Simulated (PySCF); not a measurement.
Au⁺ (gold, charge +1) across methods

[Xe] 4f14 5d10, closed-shell 1S. All numbers are calculated (PySCF 2.14, a scalar-relativistic core potential, in aug-cc-pVDZ-PP with ECP60MDF). The B2PLYP total includes its PT2 part (frozen core); its orbital energies are those of the SCF part.

```tsv
method	E (hartree)	mean ε 5s (eV)	mean ε 5p (eV)	mean ε 5d (eV)	Σ⟨r²⟩ (bohr²)	⟨S²⟩
BP86	-135.4798	-116.29	-68.507	-15.442	39.77	0.000
B2PLYP	-135.1424	-126.54	-76.232	-18.368	39.39	0.000
r2SCAN	-135.3985	-118.47	-70.010	-15.461	39.38	0.000
MN15	-135.1164	-119.23	-71.231	-17.696	39.80	0.000
wB97X	-135.3836	-123.16	-74.452	-19.329	39.42	0.000
LDA	-135.1278	-116.24	-68.459	-15.589	40.05	0.000
UHF	-134.49846	-135.23	-82.752	-20.773	38.95	0.000
PBE0	-135.3522	-121.13	-72.189	-16.916	39.46	0.000
PBE	-135.3831	-116.12	-68.371	-15.331	39.83	0.000
```

Energies and moments cover only the electrons outside the core potential. Spin-orbit coupling, which splits the p, d and f shells strongly at this Z, is absent.
